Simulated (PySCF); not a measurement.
2-(disilanyl)ethanol (C2H10OSi2), SMILES OCC[SiH2][SiH3].

The structure is a stationary point at B3LYP-D3(BJ)/def2-SVP. One conformer was computed; it need not be the lowest.

Two levels are set side by side: TDDFT-PBE/def2-SVPD (PySCF) and TDDFT-ωB97X/def2-SVPD (PySCF). Vertical, same geometry. The lowest singlet is HOMO→LUMO 99 % with PBE and HOMO→LUMO 60 %, HOMO−1→LUMO 12 %, HOMO→LUMO+4 9 % with the other functional; states are paired by order. Differences are taken from unrounded values.

| quantity | TDDFT-ωB97X | TDDFT-PBE | TDDFT-PBE minus TDDFT-ωB97X |
|---|---|---|---|
| lowest singlet excitation (eV) | 7.30 | 5.70 | -1.61 |
| lowest triplet excitation (TDA) (eV) | 6.47 | 5.57 | -0.89 |

A lower first singlet is the usual sign of a functional without exact exchange. Differences between two approximate levels are no errors against the true value.

Rough cost on one machine, each run with all the roots and properties that it gave: TDDFT-ωB97X against TDDFT-PBE about 10 times.
